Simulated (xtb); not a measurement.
C2H2N, charge -1, singlet, from a rough starting geometry; GFN2-xTB in xtb.

Here is a job for xtb.
```
$ xtb mol.xyz --gfn 2 --chrg -1 --opt vtight --json

# file mol.xyz
5

C     -0.04893496     0.15234376    -0.65406149
C     -0.05366893     0.19252614     0.76063619
N      0.02622922     0.19883747     1.98630122
H      0.91323338    -0.29416559    -1.05405680
H     -0.87502584    -0.28762567    -1.04700082
```

Output, abridged:

```
   ID    Z sym.   atoms
    1    6 C      1, 2
    2    7 N      3
    3    1 H      4, 5

           -------------------------------------------------
          |                Calculation Setup                |
           -------------------------------------------------

           -------------------------------------------------
          |                 G F N 2 - x T B                 |
           -------------------------------------------------

          ...................................................
          :                      SETUP                      :
          :.................................................:
          :  # basis functions                  14          :
          :  # atomic orbitals                  14          :
          :  # shells                            8          :
          :  # electrons                        16          :
          :  max. iterations                   250          :
          :  Hamiltonian                  GFN2-xTB          :
          :  restarted?                      false          :
          :  GBSA solvation                  false          :
          :  PC potential                    false          :
          :  electronic temp.          300.0000000     K    :
          :  accuracy                    1.0000000          :
          :  -> integral cutoff          0.2500000E+02      :
          :  -> integral neglect         0.1000000E-07      :
          :  -> SCF convergence          0.1000000E-05 Eh   :
          :  -> wf. convergence          0.1000000E-03 e    :
          :  Broyden damping             0.4000000          :
          :  net charge                         -1          :
          :  unpaired electrons                  0          :
          ...................................................

 iter      E             dE          RMSdq      gap      omega  full diag
   1     -8.4146515 -0.841465E+01  0.728E+00    4.38       0.0  T
   2     -8.4293939 -0.147424E-01  0.414E+00    3.20       1.0  T
   3     -8.4222734  0.712049E-02  0.197E+00    3.76       1.0  T
   4     -8.4310929 -0.881947E-02  0.939E-01    3.30       1.0  T
   5     -8.4339477 -0.285477E-02  0.276E-01    3.25       1.0  T
   6     -8.4340133 -0.656839E-04  0.811E-02    3.32       1.0  T
   7     -8.4340202 -0.682483E-05  0.572E-02    3.27       1.0  T
   8     -8.4340342 -0.140748E-04  0.307E-03    3.29      14.5  T
   9     -8.4340342  0.124338E-07  0.254E-03    3.29      17.6  T
  10     -8.4340342 -0.205508E-07  0.185E-04    3.29     241.8  T
  11     -8.4340342  0.946319E-10  0.192E-04    3.29     232.6  T

   *** convergence criteria satisfied after 11 iterations ***

         :::::::::::::::::::::::::::::::::::::::::::::::::::::
         ::                     SUMMARY                     ::
         :::::::::::::::::::::::::::::::::::::::::::::::::::::
         :: total energy              -8.306983447402 Eh    ::
         :: gradient norm              0.152516981384 Eh/a0 ::
         :: HOMO-LUMO gap              3.293742413389 eV    ::
         ::.................................................::
         :: SCC energy                -8.434034225017 Eh    ::
         :: -> isotropic ES            0.159887171383 Eh    ::
         :: -> anisotropic ES          0.012166178862 Eh    ::
         :: -> anisotropic XC          0.012979420127 Eh    ::
         :: -> dispersion             -0.002190442123 Eh    ::
         :: repulsion energy           0.127050777615 Eh    ::
         :: add. restraining           0.000000000000 Eh    ::
         :: total charge              -1.000000000000 e     ::
         :::::::::::::::::::::::::::::::::::::::::::::::::::::

      -----------------------------------------------------------
     |                   =====================                   |
     |                        A N C O P T                        |
     |                   =====================                   |
     |               Approximate Normal Coordinate               |
     |                Rational Function Optimizer                |
      -----------------------------------------------------------
      -----------------------------------------------------------
     |                   =====================                   |
     |                        A N C O P T                        |
     |                   =====================                   |
     |               Approximate Normal Coordinate               |
     |                Rational Function Optimizer                |
      -----------------------------------------------------------

          ...................................................
          :                      SETUP                      :
          :.................................................:
          :   optimization level         verytight          :
          :   max. optcycles                   200          :
          :   ANC micro-cycles                  20          :
          :   degrees of freedom                 9          :
          :.................................................:
          :   RF solver                   davidson          :
          :   write xtbopt.log                true          :
          :   linear?                        false          :
          :   energy convergence         0.1000000E-06 Eh   :
          :   grad. convergence          0.2000000E-03 Eh/α :
          :   maxmium RF displ.          1.0000000          :
          :   Hlow (freq-cutoff)         0.1000000E-01      :
          :   Hmax (freq-cutoff)         5.0000000          :
          :   S6 in model hess.         20.0000000          :
          ...................................................

generating ANC from exact Hessian ...
Using Lindh-Hessian (1995)
 Shifting diagonal of input Hessian by    7.1745720915361256E-003
 Lowest  eigenvalues of input Hessian
    0.000000    0.000000    0.000000    0.000000    0.000000    0.000000
[...]
 * total energy  :    -8.3152756 Eh     change       -0.2255841E-01 Eh
 * total energy  :    -8.3168407 Eh     change       -0.1565094E-02 Eh
 * total energy  :    -8.3215297 Eh     change       -0.4688957E-02 Eh
 * total energy  :    -8.3218563 Eh     change       -0.3266389E-03 Eh
 * total energy  :    -8.3219885 Eh     change       -0.1321792E-03 Eh
 * total energy  :    -8.3220261 Eh     change       -0.3763673E-04 Eh
 * total energy  :    -8.3220436 Eh     change       -0.1741101E-04 Eh
 * total energy  :    -8.3220488 Eh     change       -0.5212816E-05 Eh
 * total energy  :    -8.3220548 Eh     change       -0.5997153E-05 Eh
 * total energy  :    -8.3220559 Eh     change       -0.1108301E-05 Eh
 * total energy  :    -8.3220561 Eh     change       -0.2365443E-06 Eh
 * total energy  :    -8.3220562 Eh     change       -0.1103444E-06 Eh
 * total energy  :    -8.3220562 Eh     change       -0.7332833E-08 Eh
   *** GEOMETRY OPTIMIZATION CONVERGED AFTER 16 ITERATIONS ***
[...]
          :  max. iterations                   250          :
          :  Hamiltonian                  GFN2-xTB          :
          :  restarted?                      false          :
          :  GBSA solvation                  false          :
          :  PC potential                    false          :
          :  electronic temp.          300.0000000     K    :
          :  accuracy                    1.0000000          :
          :  -> integral cutoff          0.2500000E+02      :
          :  -> integral neglect         0.1000000E-07      :
          :  -> SCF convergence          0.1000000E-05 Eh   :
          :  -> wf. convergence          0.1000000E-03 e    :
          :  Broyden damping             0.4000000          :
          :  net charge                         -1          :
          :  unpaired electrons                  0          :
          ...................................................

 iter      E             dE          RMSdq      gap      omega  full diag
   1     -8.4799980 -0.848000E+01  0.597E-06    3.71       0.0  T
   2     -8.4799980  0.177636E-14  0.342E-06    3.71   13070.4  T
   3     -8.4799980  0.106581E-13  0.205E-06    3.71   21850.7  T

   *** convergence criteria satisfied after 3 iterations ***

         :::::::::::::::::::::::::::::::::::::::::::::::::::::
         ::                     SUMMARY                     ::
         :::::::::::::::::::::::::::::::::::::::::::::::::::::
         :: total energy              -8.322056226092 Eh    ::
         :: gradient norm              0.000046911122 Eh/a0 ::
         :: HOMO-LUMO gap              3.711527374308 eV    ::
         ::.................................................::
         :: SCC energy                -8.479998031517 Eh    ::
         :: -> isotropic ES            0.161486372739 Eh    ::
         :: -> anisotropic ES          0.013154698583 Eh    ::
         :: -> anisotropic XC          0.012556857002 Eh    ::
         :: -> dispersion             -0.002215160644 Eh    ::
         :: repulsion energy           0.157941805425 Eh    ::
         :: add. restraining           0.000000000000 Eh    ::
         :: total charge              -1.000000000000 e     ::
         :::::::::::::::::::::::::::::::::::::::::::::::::::::

           -------------------------------------------------
          |                Property Printout                |
           -------------------------------------------------

    * Orbital Energies and Occupations

         #    Occupation            Energy/Eh            Energy/eV
      -------------------------------------------------------------
         1        2.0000           -0.3477689              -9.4633
         2        2.0000           -0.3204853              -8.7208
         3        2.0000           -0.2460290              -6.6948
         4        2.0000           -0.2369499              -6.4477
         5        2.0000           -0.1844682              -5.0196
         6        2.0000           -0.1658410              -4.5128
         7        2.0000           -0.1402915              -3.8175
         8        2.0000           -0.0597902              -1.6270 (HOMO)
         9                          0.0766059               2.0846 (LUMO)
        10                          0.1368725               3.7245
        11                          0.3841487              10.4532
        12                          0.5327999              14.4982
        13                          0.5900937              16.0573
        14                          1.3879800              37.7689
      -------------------------------------------------------------
                  HL-Gap            0.1363961 Eh            3.7115 eV
             Fermi-level            0.0084079 Eh            0.2288 eV

     #   Z          covCN         q      C6AA      α(0)
     1   6 C        2.830    -0.260    35.074     9.705
     2   6 C        1.891     0.046    29.952     8.839
     3   7 N        0.911    -0.573    35.640     8.634
     4   1 H        0.925    -0.106     5.793     3.764
     5   1 H        0.925    -0.106     5.793     3.764

 Mol. C6AA /au·bohr⁶  :        490.620648
 Mol. C8AA /au·bohr⁸  :      11220.346154
 Mol. α(0) /au        :         34.705863

Wiberg/Mayer (AO) data.
largest (>0.10) Wiberg bond orders for each atom

 ---------------------------------------------------------------------------
     #   Z sym  total        # sym  WBO       # sym  WBO       # sym  WBO
 ---------------------------------------------------------------------------
     1   6 C    3.633 --     2 C    1.458     4 H    0.950     5 H    0.950
                             3 N    0.275
     2   6 C    3.942 --     3 N    2.467     1 C    1.458
     3   7 N    2.804 --     2 C    2.467     1 C    0.275
     4   1 H    0.989 --     1 C    0.950
     5   1 H    0.989 --     1 C    0.950
 ---------------------------------------------------------------------------

Topologies differ in total number of bonds
Writing topology from bond orders to xtbtopo.mol

molecular dipole:
                 x           y           z       tot (Debye)
 q only:        0.018      -0.209      -1.327
   full:        0.019      -0.471      -1.830       4.804
molecular quadrupole (traceless):
                xx          xy          yy          xz          yz          zz
 q only:        3.876       0.006       4.569       0.057      -1.784      -8.445
  q+dip:        4.912       0.014       4.408       0.071      -1.429      -9.320
   full:        5.995       0.017       4.758       0.076      -1.616     -10.753

optimized geometry written to: xtbopt.xyz

           -------------------------------------------------
          | TOTAL ENERGY               -8.322056226092 Eh   |
          | GRADIENT NORM               0.000046911122 Eh/α |
          | HOMO-LUMO GAP               3.711527374308 eV   |
           -------------------------------------------------

normal termination of xtb
```
